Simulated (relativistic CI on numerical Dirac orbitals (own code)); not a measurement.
# Electric-dipole transitions in Ir LXVIII

Method of calculation: Dirac-Coulomb-Breit CI, separate exchange-only KLI orbitals for each configuration, a model potential for QED, unscaled Slater integrals (own radial code, finite nucleus).

CI space (outside the closed core 1s2): 2s2 2p6, 2s2 2p5 3s, 2s2 2p5 3p, 2s2 2p5 3d, 2s 2p6 3s, 2s 2p6 3p, 2s 2p6 3d, 2s2 2p5 4s, 2s2 2p5 4p, 2s2 2p5 4d, 2s2 2p5 4f, 2s2 2p4 3s2, 2s2 2p4 3s 3p, 2s 2p6 4s, 2s2 2p4 3s 3d, 2s 2p6 4p. Levels of other configurations are missing.

| λ vac (Å) | Lower | Upper | A (s⁻¹) | gf | Branching (%) |
| --- | --- | --- | --- | --- | --- |
| 0.9502 | 2s2 2p6 1S_0 [1] | 2s2 2p5 4d 1P°_1 [53] | 1.21e+15 | 4.93e-01 | 89.0 |
| 1.0785 | 2s2 2p6 1S_0 [1] | 2s2 2p5 3d 3D°_1 [29] | 1.89e+15 | 9.91e-01 | 99.9 |
| 1.0922 | 2s2 2p6 1S_0 [1] | 2s 2p6 3p 3P°_1 [26] | 6.86e+14 | 3.68e-01 | 95.3 |
| 1.2459 | 2s2 2p6 1S_0 [1] | 2s2 2p5 3d 1P°_1 [17] | 3.34e+15 | 2.33e+00 | 100.0 |
| 3.1684 | 2s2 2p5 3s 3P°_2 [2] | 2s2 2p5 4p 3D_3 [42] | 4.78e+13 | 5.03e-01 | 78.5 |
| 3.2387 | 2s2 2p5 3p 3D_1 [20] | 2s2 2p5 4d 3F°_2 [68] | 1.17e+14 | 9.16e-01 | 80.7 |
| 3.2415 | 2s2 2p5 3p 3P_1 [4] | 2s2 2p5 4d 3D°_2 [49] | 5.74e+13 | 4.52e-01 | 39.7 |
| 3.2428 | 2s2 2p5 3p 3D_2 [5] | 2s2 2p5 4d 3D°_2 [49] | 5.81e+13 | 4.58e-01 | 40.2 |
| 3.2441 | 2s2 2p5 3p 3P_1 [4] | 2s2 2p5 4d 3P°_1 [48] | 9.70e+13 | 4.59e-01 | 51.1 |
| 3.2455 | 2s2 2p5 3p 3D_2 [5] | 2s2 2p5 4d 3F°_3 [47] | 1.17e+14 | 1.30e+00 | 80.9 |
| 3.3280 | 2s2 2p5 3s 3P°_2 [2] | 2s2 2p5 4p 3D_2 [41] | 4.03e+13 | 3.34e-01 | 39.2 |
| 3.3284 | 2s2 2p5 3s 3P°_2 [2] | 2s2 2p5 4p 3P_1 [40] | 6.78e+13 | 3.38e-01 | 66.5 |
| 3.3361 | 2s2 2p5 3s 1P°_1 [3] | 2s2 2p5 4p 3D_2 [41] | 4.10e+13 | 3.42e-01 | 39.9 |
| 3.6358 | 2s2 2p5 3p 1P_1 [7] | 2s2 2p5 4d 1D°_2 [51] | 9.59e+13 | 9.51e-01 | 63.5 |
| 3.6370 | 2s2 2p5 3p 3D_2 [24] | 2s2 2p5 4d 3F°_3 [71] | 1.50e+14 | 2.08e+00 | 99.4 |
| 3.6382 | 2s2 2p5 3p 3D_3 [6] | 2s2 2p5 4d 3F°_4 [50] | 1.50e+14 | 2.68e+00 | 99.5 |
| 3.6424 | 2s2 2p5 3p 3P_1 [25] | 2s2 2p5 4d 3P°_2 [70] | 1.29e+14 | 1.28e+00 | 85.3 |
| 3.6460 | 2s2 2p5 3p 3P_2 [8] | 2s2 2p5 4d 3D°_3 [52] | 1.20e+14 | 1.68e+00 | 79.8 |
| 3.6501 | 2s2 2p5 3p 3P_2 [8] | 2s2 2p5 4d 1D°_2 [51] | 5.14e+13 | 5.13e-01 | 34.0 |
| 3.7826 | 2s2 2p5 3d 3P°_0 [10] | 2s2 2p5 4f 3D_1 [54] | 1.49e+14 | 9.60e-01 | 46.4 |
| 3.7898 | 2s2 2p5 3d 3F°_2 [28] | 2s2 2p5 4f 3G_3 [72] | 2.94e+14 | 4.43e+00 | 93.3 |
| 3.7912 | 2s2 2p5 3d 3F°_3 [12] | 2s2 2p5 4f 3F_3 [57] | 5.92e+13 | 8.92e-01 | 18.8 |
| 3.7920 | 2s2 2p5 3d 3P°_1 [11] | 2s2 2p5 4f 3F_2 [56] | 1.78e+14 | 1.92e+00 | 55.9 |
| 3.7949 | 2s2 2p5 3d 3P°_1 [11] | 2s2 2p5 4f 3D_1 [54] | 1.45e+14 | 9.41e-01 | 45.2 |
| 3.7952 | 2s2 2p5 3d 3F°_3 [12] | 2s2 2p5 4f 3G_4 [55] | 2.93e+14 | 5.69e+00 | 93.1 |
| 3.8014 | 2s2 2p5 3d 3D°_2 [13] | 2s2 2p5 4f 3F_3 [57] | 2.32e+14 | 3.52e+00 | 73.8 |
| 3.8027 | 2s2 2p5 3d 3D°_2 [13] | 2s2 2p5 4f 3F_2 [56] | 1.06e+14 | 1.15e+00 | 33.3 |
| 3.8194 | 2s2 2p5 3d 3D°_1 [29] | 2s2 2p5 4f 3F_2 [73] | 2.60e+14 | 2.84e+00 | 81.2 |
| 3.8910 | 2s2 2p5 3d 3F°_4 [14] | 2s2 2p5 4f 3G_5 [58] | 3.04e+14 | 7.60e+00 | 99.7 |
| 3.8934 | 2s2 2p5 3d 3P°_2 [30] | 2s2 2p5 4f 3D_3 [75] | 2.90e+14 | 4.61e+00 | 94.6 |
| 3.8970 | 2s2 2p5 3d 1D°_2 [15] | 2s2 2p5 4f 1F_3 [60] | 2.50e+14 | 3.99e+00 | 81.5 |
| 3.8978 | 2s2 2p5 3d 3F°_3 [31] | 2s2 2p5 4f 3G_4 [74] | 3.04e+14 | 6.23e+00 | 99.7 |
| 3.9088 | 2s2 2p5 3d 3D°_3 [16] | 2s2 2p5 4f 3F_4 [61] | 2.69e+14 | 5.56e+00 | 88.6 |
| 3.9100 | 2s2 2p5 3d 3D°_3 [16] | 2s2 2p5 4f 1F_3 [60] | 5.43e+13 | 8.71e-01 | 17.7 |
| 3.9490 | 2s2 2p5 3d 1P°_1 [17] | 2s2 2p5 4f 1D_2 [59] | 2.45e+14 | 2.86e+00 | 77.5 |
| 4.0748 | 2s2 2p5 3p 3D_3 [6] | 2s2 2p5 4s 3P°_2 [38] | 4.23e+13 | 5.27e-01 | 51.4 |
| 5.6612 | 2s2 2p5 3p 3D_3 [6] | 2s 2p6 3p 3P°_2 [32] | 2.43e+13 | 5.84e-01 | 67.0 |
| 5.6658 | 2s2 2p5 3d 3F°_4 [14] | 2s 2p6 3d 3D_3 [36] | 2.22e+13 | 7.48e-01 | 67.0 |
| 5.6884 | 2s2 2p5 3s 3P°_2 [2] | 2s 2p6 3s 3S_1 [22] | 2.69e+13 | 3.92e-01 | 83.1 |
| 19.539 | 2s2 2p5 3p 3D_2 [5] | 2s2 2p5 3d 3F°_3 [12] | 1.83e+12 | 7.34e-01 | 99.6 |
| 19.658 | 2s2 2p5 3s 3P°_2 [2] | 2s2 2p5 3p 3P_2 [8] | 1.30e+12 | 3.77e-01 | 35.0 |
| 19.945 | 2s2 2p5 3s 1P°_1 [3] | 2s2 2p5 3p 3P_2 [8] | 1.24e+12 | 3.69e-01 | 33.3 |
| 20.101 | 2s2 2p5 3s 3P°_2 [2] | 2s2 2p5 3p 3D_3 [6] | 2.40e+12 | 1.02e+00 | 100.0 |
| 20.382 | 2s2 2p5 3s 1P°_1 [3] | 2s2 2p5 3p 1P_1 [7] | 1.94e+12 | 3.62e-01 | 84.0 |
| 44.439 | 2s2 2p5 3p 3D_3 [6] | 2s2 2p5 3d 3F°_4 [14] | 1.92e+11 | 5.12e-01 | 99.8 |

Terms are leading LS components. Brackets give the number of a level in order of energy, since labels repeat. The list gives strong lines, with weight on those to low levels, without lines whose two gauges differ by over a factor of 2.5, among the lowest 81 of 184 levels, so that lines to higher ones, which can be the strongest, are missing. Levels whose partners in the same complex of configurations lie outside the list can be far off, and so can their lines. Rates are taken at the computed energies, electric ones in the length gauge.

At this charge energies of transitions that change n are usually good to better than 1 %, and those within a shell (Δn = 0) to a few per cent.

LS names give the leading component of a level, which can be under half, so a name can repeat, a term be missing and a line seem to break the LS rules.
